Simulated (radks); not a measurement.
The numbers below are computed, except where a source is named.
Polarisability of the tantalum ion Ta+, [Xe] 4f14 5d3 6s1, at imaginary frequency. Code: a radial shooting solver on a logarithmic mesh with Libxc functionals. Model: non-relativistic Kohn-Sham, LB94 model potential, spin-polarised, spherical densities, point nucleus; open shells are filled with parallel spins first (spin-orbit coupling, left out, can overturn this in heavy ions); relativity is left out, which matters for an element this heavy. Response by self-consistent Sternheimer equations with the Hartree and adiabatic LDA kernel.

w (hartree),alpha1(iw) (bohr^3)
0.00266,42.09
0.0143,41.89
0.0360,40.82
0.0697,37.77
0.118,32.09
0.186,24.77
0.280,17.82
0.413,12.40
0.605,8.501
0.892,5.687
1.35,3.601
2.12,2.055
3.59,1.002
6.94,0.3911
17.5,0.09831

Static values: alpha1 = 42.10 bohr^3 (6.238 angstrom^3; uncoupled 66.42). C6 = 338.7, triple-dipole C9 = 9583 atomic units. One-pole (London) frequency 4 C6 / (3 alpha1^2) = 0.255 hartree, against 0.557 for minus the highest occupied eigenvalue.
